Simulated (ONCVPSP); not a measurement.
**Co (Z = 27): variants of one ONCV potential**

Base potential:

Co, optimised norm-conserving Vanderbilt (ONCV), made with ONCVPSP 4.0.1 (PBE, scalar-relativistic). Core [Ar], reference 3d8 4s1. Waves: 4s: rc 2.60 bohr, ncon 4, nbas 7, qcut 2.1 1/bohr, 1 projector; p scattering state at 0.41 Ha: rc 2.15 bohr, ncon 4, nbas 7, qcut 4 1/bohr, 2 projectors, debl 0.5 Ha; 3d: rc 1.25 bohr, ncon 5, nbas 10, qcut 13.5 1/bohr, 1 projector; f scattering state at 0.45 Ha: rc 2.50 bohr, ncon 4, nbas 7, qcut 5 1/bohr, 2 projectors, debl 1.6 Ha. Local part: polynomial inside 1.25 bohr (lpopt 5, dvloc0 0 Ha). Core correction: Teter function, fcfact 3.5, rcfact 1.

Cutoffs, loose and tight: the cutoffs (Ha) at which the residual kinetic energy of the hardest occupied pseudo-wave falls to 1 and 0.1 mHa per electron. They do not see the model core or the augmentation charge, which bear on the density cutoff. Test errors are all-electron minus pseudo excitation energies from the reference, over the configurations 3d7 4s2; 3d7 4s1; 3d7 4s0; 3d7.5 4s1.5. A dash means not determined; rows that change the core or the reference have their own tests.

A true bound ghost makes a file unfit for plane-wave use even where its test errors are small: the radial tests pick states by their node count and pass the ghost by.

```csv
change,outcome,"cutoff, loose","cutoff, tight",bound ghosts,GHOST(+) flags above zero,largest test error (meV)
base,generated,70 Ha,79 Ha,s,p,-57
"core correction Teter function, fcfact 4.75, rcfact 1.65",generated,70 Ha,79 Ha,s,p,-324
"core correction Teter function, fcfact 2.8, rcfact 1",generated,70 Ha,79 Ha,s,p,-56
"core correction Teter function, fcfact 3.5, rcfact 1.56",generated,70 Ha,79 Ha,s,p,-186
reference 3d7 4s1,"generated, projector energies reset by the program",70 Ha,79 Ha,s,p,-123
s: qcut 2.6; p: qcut 5; d: qcut 17; f: qcut 6.3,generated,93 Ha,109 Ha,"s, p",none,-78
f: rc 2.46,generated,70 Ha,79 Ha,s,p,-57
"p: ncon 5, nbas 8",generated,70 Ha,79 Ha,"s, p",none,-57
```

(1) What comes out with this change to the base: s: qcut 2.5?

(2) What comes out with this change to the base: local potential polynomial inside 1.25 bohr (lpopt 5, dvloc0 -1 Ha)?

Answers

(1) outcome: generated; cutoff, loose: 70 Ha; cutoff, tight: 79 Ha; bound ghosts: s; GHOST(+) flags above zero: p; largest test error (meV): -73.

(2) outcome: generated; cutoff, loose: 70 Ha; cutoff, tight: 79 Ha; bound ghosts: s; GHOST(+) flags above zero: p; largest test error (meV): -45.
